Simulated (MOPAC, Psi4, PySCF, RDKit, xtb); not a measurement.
Two geometries of C₂H₆OSeSi, SMILES CC([SiH2][SeH])=O, relaxed at B3LYP-D3(BJ)/def2-SVP with one dihedral held; other torsions can differ between them too.

Structure A

```
11

C      1.9978    -3.1220     0.9409
C      1.0836    -2.3314     0.0308
O      0.4622    -2.8436    -0.8758
Si     0.8933    -0.4144     0.3268
Se     0.0678    -0.1773     2.4716
H      1.6750    -3.0105     1.9895
H      3.0229    -2.7173     0.8849
H      1.9932    -4.1821     0.6493
H     -0.0194     0.1316    -0.7107
H      2.2212     0.2628     0.2489
H      0.5229     1.2219     2.5892
```

Structure B

```
11

C     -1.7047     0.2966    -0.4270
C     -0.2201     0.4254    -0.6862
O      0.2231     1.2054    -1.5024
Si     0.9907    -0.7207     0.3473
Se     3.0793    -0.1735    -0.3837
H     -1.9179     0.4964     0.6369
H     -2.0295    -0.7384    -0.6281
H     -2.2650     0.9974    -1.0626
H      0.6261    -2.1467     0.0998
H      0.7779    -0.4519     1.7999
H      2.4059     0.7937    -1.2877
```

**Question.** Which is lower in energy at the level DF-MP2 (frozen core)/cc-pVTZ // B3LYP-D3(BJ)/def2-SVP (Psi4), and by how much?

**Answer.** B is lower, by 1.78 kcal/mol (dihedral O3–C2–Si4–Se5: 120° in A, 0° in B).

E(B) − E(A) in kcal/mol at the other levels, on the same two geometries: PBE0/def2-TZVP // B3LYP-D3(BJ)/def2-SVP (Psi4) -1.69; PBE0-D3(BJ)/def2-TZVP // B3LYP-D3(BJ)/def2-SVP (Psi4) -1.68; PBE/def2-TZVP // B3LYP-D3(BJ)/def2-SVP (Psi4) -2.05; PBE-D3(BJ)/def2-TZVP // B3LYP-D3(BJ)/def2-SVP (Psi4) -2.08; wB97X-D/def2-TZVP // B3LYP-D3(BJ)/def2-SVP (Psi4) -1.19; HF/cc-pVTZ // B3LYP-D3(BJ)/def2-SVP (Psi4) 0.35; UFF // B3LYP-D3(BJ)/def2-SVP (RDKit) 4.54; PM3, restricted, heats of formation // B3LYP-D3(BJ)/def2-SVP (MOPAC) 2.18; AM1, restricted, heats of formation // B3LYP-D3(BJ)/def2-SVP (MOPAC) 0.33; GFN1-xTB // B3LYP-D3(BJ)/def2-SVP (xtb) -2.02; restricted B3LYP/6-31G*, spherical d, density fitting // B3LYP-D3(BJ)/def2-SVP (PySCF) -1.77; restricted BP86/6-31G*, spherical d, density fitting // B3LYP-D3(BJ)/def2-SVP (PySCF) -2.48; restricted B3LYP/LANL2DZ, with its core potentials past Ne // B3LYP-D3(BJ)/def2-SVP (PySCF) -0.82; restricted Hartree-Fock/LANL2DZ, with its core potentials past Ne // B3LYP-D3(BJ)/def2-SVP (PySCF) 0.92.
